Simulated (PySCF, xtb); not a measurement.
CHO₂, SMILES O=C=[OH+], charge +1.

Harmonic wavenumbers (cm⁻¹) from GFN2-xTB in xtb at its own minimum, in rising order: 530, 577, 688, 1344, 2552, 3135.

### Question
What does PBE0-D3(BJ)/def2-TZVP run with PySCF give at its own minimum? (An estimate is asked for; the answer gives what the named calculation found.)

### Answer
554, 609, 1015, 1295, 2513, 3553. Paired by order, the mean absolute difference is 148 cm⁻¹ and the zero-point energies are 12.6 and 13.6 kcal/mol.
